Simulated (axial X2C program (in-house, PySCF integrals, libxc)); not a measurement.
**KPb along the bond: PBE0, 2c**

All values were computed with an in-house relativistic program for diatomic molecules. Two-component (2c) means X2C with spin–orbit coupling and atomic mean-field two-electron Coulomb and Gaunt terms. Basis: Pb dyall-cv3z [12s14p10d7f1g], K dyall-cv3z [11s12p6d3f] (cores contracted in-house); Gaussian nuclei, density fitting, unrestricted open shells. Masses: Pb 207.977 u, K 38.964 u.

State: Ω = 1/2 (⟨Sz⟩ = 0.09, ⟨Lz⟩ = 0.41 at PBE0). Dipoles are positive if K is the positive end.

```json
{"R (Å)": "3.190", "μ (D)": "5.993", "HOMO (eV)": "-3.17", "LUMO (eV)": "-1.68"}
{"R (Å)": "3.295", "μ (D)": "5.996", "HOMO (eV)": "-3.17", "LUMO (eV)": "-1.68"}
{"R (Å)": "3.400", "μ (D)": "5.971", "HOMO (eV)": "-3.16", "LUMO (eV)": "-1.69"}
{"R (Å)": "3.505", "μ (D)": "5.921", "HOMO (eV)": "-3.16", "LUMO (eV)": "-1.69"}
{"R (Å)": "3.628", "μ (D)": "5.833", "HOMO (eV)": "-3.16", "LUMO (eV)": "-1.69"}
{"R (Å)": "3.750", "μ (D)": "5.717", "HOMO (eV)": "-3.16", "LUMO (eV)": "-1.70"}
```

Question: The minimum lies at 3.498 Å. What is the dipole moment there, and its slope?

Answer: At PBE0, 2c, with the sign and origin stated: μ = 5.92 D, dμ/dR = -0.58 D/Å.

The state is a single determinant with fixed occupations, the lowest that a limited PBE0 search found. Density functionals use the spin component along the axis (collinear). The functionals have no current-density term, which raises determinants with orbital currents, atoms included. The lowest spin-free determinant has another configuration (M_S = 3/2, Λ = 0), so the order of states is uncertain and this need not be the ground state.
